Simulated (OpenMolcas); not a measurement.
## CH4AlO2 (SMILES C[O][Al][OH]): the dipole moment, rung by rung

The species is CH4AlO2 (8 atoms), meant as a doublet with charge 0. SMILES: `C[O][Al][OH]`. The coordinates come from a PBE0-D4/def2-TZVP relaxation. This is one conformer, not always the lowest.

```xyz
8

C     0.2927    1.3659   -0.6699
O    -0.0358    0.2825    0.1443
Al   -0.0626   -1.3996    0.0930
O    -0.6019   -2.1919    1.4979
H     0.6612    1.0583   -1.6559
H    -0.5854    2.0024   -0.8208
H     1.0700    1.9715   -0.1925
H    -0.6463   -3.1460    1.5482
```

Quantity: the dipole moment, in D. The values are calculated.

```tsv
level	kind	program	value (D)
UHF/6-311+G**	Hartree–Fock	OpenMolcas	2.57
USVWN5/6-311+G**	LDA	OpenMolcas	2.06
U-revPBE/6-311+G**	GGA	OpenMolcas	1.96
UPBE/6-311+G**	GGA	OpenMolcas	1.98
U-r2SCAN/6-311+G**	meta-GGA	OpenMolcas	2.08
UM06-L/6-311+G**	meta-GGA	OpenMolcas	2.03
UTPSS/6-311+G**	meta-GGA	OpenMolcas	1.96
UBHLYP/6-311+G**	global hybrid	OpenMolcas	2.45
```

The values span 1.96 to 2.57 D. Magnitudes only.
